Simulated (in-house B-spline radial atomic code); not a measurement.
## F VI (F5+): [He] 2p1 4s1 (an excited or competing configuration)

All numbers are computed (non-relativistic Hartree-Fock, average of configuration; point nucleus) with a radial B-spline atomic code at the basis-set limit, not measured.

Screening seen three ways: the hydrogenic charge with the same mean radius, Z_r = [3n² - l(l+1)]/(2<r>), the one with the same energy, Z_e = n√(-2ε), and Slater's rules.

| shell | electrons | ε (eV) | <r> (bohr) | Z_r | Z_e | Slater |
| --- | --- | --- | --- | --- | --- | --- |
| 1s | 2 | -896.41 | 0.1746 | 8.59 | 8.12 | 8.70 |
| 2p | 1 | -161.52 | 0.6933 | 7.21 | 6.89 | 7.30 |
| 4s | 1 | -33.883 | 3.621 | 6.63 | 6.31 | 6.00 |

The least bound orbital is 4s at -33.88 eV, and it is also the most diffuse (<r> = 3.621 bohr).

The density falls to 0.001 bohr⁻³ at 4.566 bohr; Σ<r²> = 15.405 bohr² gives, by the non-relativistic formula and without the paramagnetism of open shells, a Langevin diamagnetic susceptibility of -12.2×10⁻⁶ cm³/mol.
